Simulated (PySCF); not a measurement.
Tb⁵¹⁺ (terbium, charge +51): Hartree-Fock from Schrödinger to Dirac-Coulomb-Breit

Occupied: 1s1/2, 2s1/2, 2p1/2, 2p3/2, 3s1/2, 3p1/2. Hartree-Fock calculated with PySCF 2.14 in an uncontracted even-tempered set (20 s from 6 bohr⁻², ratio 2.3; 16 p from 7.2 bohr⁻², ratio 2.3), Gaussian nucleus throughout. NR is non-relativistic, sf-X2C the spin-free one-electron X2C Hamiltonian, X2C adds the bare one-electron spin-orbit term, X2C-SNSO screens it by Boettger's factors, DC is four-component Dirac-Coulomb, and the Gaunt and Breit terms are added at first order (total energies over the DC spinors, levels after relaxing the spinors in that mean field). QED terms are absent. Levels marked empty are virtual spinors of this ion; the basis has s and p functions only, so 3d, which can lie below the n = 4 levels, is absent.

```
Hamiltonian  E (hartree)
        X2C   -9054.7002
   X2C-SNSO   -9053.8898
         DC   -9057.4266
   DC+Gaunt   -9047.2712
   DC+Breit   -9048.1935
```

```tsv
level (eV)	X2C	X2C-SNSO	DC	DC+Gaunt	DC+Breit
1s1/2	-55938.1	-55939.1	-55994.1	-55833.8	-55844.8
2s1/2	-12286.5	-12286.9	-12294.2	-12277.2	-12278.5
2p1/2	-11899.2	-11879.8	-11883.8	-11854.8	-11857.8
2p3/2	-11087.8	-11095.1	-11100.4	-11080.9	-11083.8
3s1/2	-4901.9	-4902.0	-4903.8	-4899.6	-4900.1
3p1/2	-4769.3	-4764.4	-4765.4	-4758.0	-4759.0
3p3/2 (empty)	-4460.1	-4462.0	-4463.1	-4458.4	-4459.3
4s1/2 (empty)	-2551.4	-2551.5	-2552.1	-2550.5	-2550.7
```

Q: How large are the two-electron picture-change error of X2C and the Breit correction in the total energy?

A: X2C-1e lies 2.7265 hartree above Dirac-Coulomb; Gaunt adds 10.1555 and the full Breit term 9.2331 hartree.

```csv
interval (eV),X2C,X2C-SNSO,DC,DC+Gaunt,DC+Breit
2p3/2 − 2p1/2,811.4,784.8,783.4,773.9,774.0
```

Weight of the small component: 1s1/2 0.0588, 2s1/2 0.0134, 2p1/2 0.0134, 2p3/2 0.0124, 3s1/2 0.00513, 3p1/2 0.00506, 3p3/2 0.00477, 4s1/2 0.00257.

Koopmans' value for the highest occupied level at DC+Breit: 4759.0 eV, against an ionisation energy of 4760 ± 4 eV (theoretical estimate listed by NIST; NIST Atomic Spectra Database, ionization energies); the former lacks relaxation, correlation, QED and recoil.

The whole ladder took 240 s of wall time on 1 thread of Neoverse-N1 (shared host), launched as `OMP_NUM_THREADS=1 python relrun2.py TASK.json OUT` (a driver that calls PySCF for each Hamiltonian).
